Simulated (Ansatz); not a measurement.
Reaction (redistribution): `C[SiH]([SiH3])[SeH]` + `CB(F)BCl` → `CB([SiH3])BCl` + `C[SiH](F)[SeH]`

Program: Ansatz. Geometries: PBE0-D4/def2-TZVP. ΔE: electronic, gas phase. CCSD(T)/CBS adds triple-zeta CCSD(T) − MP2 to the extrapolated MP2 energy (def2 sets, frozen cores). DFT in def2-TZVPP. For Se outer-core shells are correlated without core-valence functions, which leaves a few kJ/mol of doubt a bond. Scalar relativity is left out up to krypton. Each species was taken in one conformer, which may not be the lowest.

`C[SiH]([SiH3])[SeH]`:

```xyz
12

C    -1.180   -1.471    0.085
Si    0.408   -0.486    0.180
Si    0.040    1.817    0.340
Se    1.524   -0.907   -1.780
H    -0.969   -2.536   -0.032
H    -1.760   -1.337    1.001
H    -1.791   -1.143   -0.759
H     1.227   -0.952    1.335
H    -0.598    2.183    1.636
H    -0.847    2.258   -0.770
H     1.337    2.539    0.233
H     2.608    0.035   -1.470
```

`CB(F)BCl`:

Z-matrix (Å, degrees):
```
C
B 1 1.561
H 1 1.092 2 112.9
H 1 1.093 2 112.9 3 124.9
H 1 1.098 2 107.6 3 -118.8
F 2 1.336 1 118.2 3 17.6
B 2 1.699 1 123.9 3 -164.2
Cl 7 1.748 2 118.7 1 -83.0
H 7 1.196 2 125.8 1 95.1
```

`CB([SiH3])BCl`:

Z-matrix (Å, degrees):
```
C
B 1 1.560
H 1 1.092 2 114.8
H 1 1.104 2 103.4 3 -115.0
H 1 1.092 2 115.6 3 129.7
Si 2 2.032 1 118.3 3 -152.3
B 2 1.649 1 126.5 3 28.4
H 6 1.493 2 106.2 1 81.2
H 6 1.488 2 115.1 1 -159.5
H 6 1.491 2 111.0 1 -35.9
Cl 7 1.758 2 118.0 1 -94.9
H 7 1.197 2 126.0 1 89.3
```

`C[SiH](F)[SeH]`:

Z-matrix (Å, degrees):
```
C
Si 1 1.852
H 1 1.092 2 110.4
H 1 1.092 2 110.8 3 120.1
H 1 1.093 2 110.2 3 -120.1
F 2 1.602 1 107.7 3 176.8
Se 2 2.267 1 112.6 3 -60.7
H 2 1.482 1 113.7 3 58.2
H 7 1.469 2 92.9 1 -44.3
```

```tsv
level	ΔE (kcal/mol)
B2PLYP	1.5
r2SCAN	0.7
CCSD(T)/def2-TZVPP	2.1
CCSD/CBS(def2)	0.9
```

What does CCSD(T)/CBS give? (Estimate.)

Computed: +1.1 kcal/mol. The listed levels differ from it by 0.4, -0.4, 1.0, -0.2 kcal/mol.

Largest T1 diagnostic among the species: 0.013.
